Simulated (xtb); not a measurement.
C₃H₇ClOSi, SMILES [Si@@H](O)(C)C(=C)Cl. All values are semi-empirical tight-binding results from xtb (GFN2-xTB unless named), good for trends rather than for accurate numbers. The structure is a stationary point at GFN2-xTB. The structure was generated by enumeration; whether it is a known compound was not checked. Other conformers were not sampled.

Optimised geometry:

```xyz
13

C      1.5913    -0.2175     1.2722
C      0.8720    -0.0829     0.1703
Cl     1.5805    -0.5384    -1.3512
Si    -0.9194     0.5481     0.0478
C     -2.0875    -0.9067    -0.2581
O     -1.3927     1.1758     1.4735
H      1.1648     0.0528     2.2230
H      2.6002    -0.5973     1.2804
H     -0.9459     1.5613    -1.0100
H     -3.1113    -0.5644    -0.3670
H     -1.8153    -1.4399    -1.1631
H     -2.0599    -1.6120     0.5674
H     -0.9438     1.9143     1.8757
```
Charge 0, spin multiplicity 1.

```json
{
  "orbital_gap": "4.27 eV",
  "dipole_moment": "2.06 D",
  "zero_point_energy": "57.0 kcal/mol",
  "G − E(el) at 298.15 K (modified RRHO)": "35.5 kcal/mol",
  "static polarisability (D4 model)": "83.0 bohr³",
  "solvation energy, GFN2-xTB/ALPB(water)": "-5.4 kcal/mol",
  "solvation energy, GFN2-xTB/ALPB(thf)": "-9.4 kcal/mol"
}
```

### Question
Give the atomic charges and the Wiberg bond orders between heavy atoms. (An estimate is asked for; the answer gives what the named calculation found.)

### Answer
charges (e) C1 -0.10, C2 -0.02, Cl3 -0.21, Si4 0.53, C5 -0.20, O6 -0.46, H7 0.05, H8 0.05, H9 -0.07, H10 0.04, H11 0.04, H12 0.05, H13 0.31. Bond orders C1–C2 1.94, C2–Cl3 0.98, C2–Si4 0.82, Si4–C5 0.91, Si4–O6 1.20.
